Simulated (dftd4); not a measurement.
Br$_{3}$Pb (SMILES [Br][Pb-]([Br])[Br]), charge -1, singlet, at a GFN2-xTB geometry (such geometries of metal compounds can be far from the true shape); dftd4 with D4 for blyp.

The dftd4 input:
```
$ dftd4 mol.xyz --func blyp --charge -1 --json dftd4.json --noedisp

# file mol.xyz
4

Pb     0.00381371    -0.00015158     0.64375725
Br     0.60057734    -2.35520043    -0.50687391
Br     1.73497476     1.70048433    -0.51263926
Br    -2.34448708     0.65507125    -0.48871810
```

What the program printed (banner, timings and long lists left out):

```
                    ____  _____ _____     ____  _  _
      -------------|  _ \|  ___|_   _|---|  _ \| || |------------
     |             | | | | |_    | | ___ | | | | || |_           |
     |             | |_| |  _|   | ||___|| |_| |__   _|          |
     |             |____/|_|     |_|     |____/   |_|            |
     |             ===================================           |
     |            E. Caldeweyher, S. Ehlert & S. Grimme          |
     |          Mulliken Center for Theoretical Chemistry        |
     |                    University of Bonn                     |
      -----------------------------------------------------------

Rational (Becke-Johnson) damping: blyp-D4-ATM
---------------------
  s6         1.0000
  s8         2.3408
  s9         1.0000
  a1         0.4449
  a2         4.0933
 alp        16.0000
--------------------

Dispersion energy:      -1.3930149978285E-02 Eh

[Info] JSON dump of results written to 'dftd4.json'
```
